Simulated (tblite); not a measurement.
Problem. What does the GFN2-xTB structure of `C(F)(F)(/C=C\[SiH2]S[SiH3])F` look like in three dimensions?

Solution. 
```
atom  x, y, z in Å
F1    -2.480    1.624    0.096
C2    -2.809    0.328   -0.070
F3    -2.320   -0.017   -1.277
F4    -4.143    0.291   -0.179
C5    -2.307   -0.543    1.035
C6    -1.016   -0.775    1.212
Si7    0.356   -0.072    0.125
S8     2.104   -0.619    1.243
Si9    3.704    0.254    0.108
H10   -3.088   -0.944    1.665
H11   -0.725   -1.409    2.038
H12    0.289    1.380    0.009
H13    0.393   -0.734   -1.174
H14    3.524    1.700    0.115
H15    3.625   -0.271   -1.248
H16    4.887   -0.183    0.827
```

Any rigid rotation of these coordinates is as good. Atoms count from 1 in this order. Si9 (SiH3 silicon) is distorted tetrahedral (angles from 102.9° to 113.4°). Of the pairs four or more bonds apart, F3···Si7 is among the closest relative to their van der Waals radii: 3.02 Å, 85 % of the sum of Bondi's values. The C–C distances run from 1.323 Å (C5=C6, drawn double) to 1.494 Å (C2–C5, drawn single), a spread of 0.171 Å. S8 (sulfur bonded to 2 Si) is bent (angle 103.2°).

Bonds between heavy atoms (Å): F1–C2 1.348, C2–F3 1.347, C2–F4 1.339, C2–C5 1.494, C5=C6 1.323, C6–Si7 1.886, Si7–S8 2.145, S8–Si9 2.147.

Structure optimised with GFN2-xTB, isolated species.

Point group: C1 (no symmetry element, even within 0.4 Å). Its GFN2-xTB frequencies are all real (lowest 18 cm⁻¹). One conformer, not necessarily the lowest (C5–C6–Si7–S8 171°, C6–Si7–S8–Si9 -177°).

Time: 1.1 s wall. Hardware: Intel Xeon 6975P-C, one thread, shared host. This is the geometry optimisation.

All values are computed, not measured.
